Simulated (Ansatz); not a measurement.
`CB[TeH]` + `F[CH]([SiH3])[GaH2]` → `C[B]([GaH2])[TeH]` + `FC[SiH3]` at 700 K and 1 bar (redistribution).

Computed with Ansatz on PBE0-D4/def2-TZVP structures; ΔE is electronic, products minus reactants. CBS: MP2 limit from def2 TZ/QZ plus the TZ coupled-cluster correction, frozen cores. Elements past krypton have def2 core potentials. For Ga, Te outer-core shells are correlated without core-valence functions, which leaves a few kJ/mol of doubt a bond. Scalar relativity is left out up to krypton.

```csv
species,CCSD(T)/CBS energy (Eh),H − E (kJ/mol),S (J/(mol·K))
`CB[TeH]`,-333.59211,203.9,394.8
`F[CH]([SiH3])[GaH2]`,-2354.42561,229.1,476.6
`C[B]([GaH2])[TeH]`,-2258.11451,240.6,510.7
`FC[SiH3]`,-429.90570,197.7,370.6
```

H − E and S are ideal-gas, rigid-rotor, harmonic terms from PBE0-D4/def2-TZVP, for one conformer and one mirror image of each species. 1 Eh = 2625.50 kJ/mol, R = 8.31446 J/(mol·K).

Problem. By hand: ΔE, ΔH, ΔS and ΔG.

Solution. ΔE = (-2258.11451) + (-429.90570) − (-333.59211) − (-2354.42561) = -0.00249 Eh = -6.5 kJ/mol. Δ(H − E) = 240.6 + 197.7 − 203.9 − 229.1 = 5.3, so ΔH = -1.2 kJ/mol. ΔS = 510.7 + 370.6 − 394.8 − 476.6 = 9.9 J/(mol·K). ΔG = -1.2 − 700 × (9.9)/1000 = -8.1 kJ/mol.

Problem. By hand: the equilibrium constant, and the temperature at which ΔG would vanish if ΔH and ΔS stayed fixed.

Solution. log₁₀ K = −ΔG/(RT ln 10) = 0.6. ΔH and −TΔS have one sign here, so there is no such temperature. One of them is within its doubt of zero, so this could turn.

TΔS isn't small against ΔH here. A doubt of 5 kJ/mol in ΔE shifts log₁₀ K by 0.4 here. Other conformers and mirror images would add mixing entropy, several J/(mol·K) or more a flexible species. These are equilibria of isolated gas molecules and say nothing of rates. Largest T1 diagnostic: 0.014 (customary marks: 0.02 for closed shells, 0.045 for open ones).
